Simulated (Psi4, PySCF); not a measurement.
Input for Psi4:
```
memory 2 GB

molecule {
0 2
C     0.08133729    1.12203680   -0.12550724
S    -0.07291609   -0.56203814    0.13309778
H     0.80181200   -0.95782336   -0.79481219
H    -0.53276719    1.73924269    0.49787221
H     0.40958879    1.47897019   -1.07958105
}

set {
  basis aug-cc-pvdz
  reference uhf
  freeze_core true
  mp2_type conv
  scf_type pk
  puream true
  d_convergence 1e-8
}

energy('mp2')
print_variables()
```

Problem. Give the equivalent PySCF input.

Solution. This is not unique; one that fits is 
```python
from pyscf import gto, scf, mp

mol = gto.Mole()
mol.atom = '''
    C     0.08133729    1.12203680   -0.12550724
    S    -0.07291609   -0.56203814    0.13309778
    H     0.80181200   -0.95782336   -0.79481219
    H    -0.53276719    1.73924269    0.49787221
    H     0.40958879    1.47897019   -1.07958105
'''
mol.basis = 'aug-cc-pvdz'
mol.spin = 1
mol.verbose = 4
mol.build()

mf = scf.UHF(mol)
mf.kernel()

pt = mp.MP2(mf, frozen=6)
pt.kernel()
print('E(MP2) = %.10f' % pt.e_tot)
```

Both were run: Psi4 gave -437.373121 Eh and PySCF -437.373121 Eh, 0.000 mEh apart.
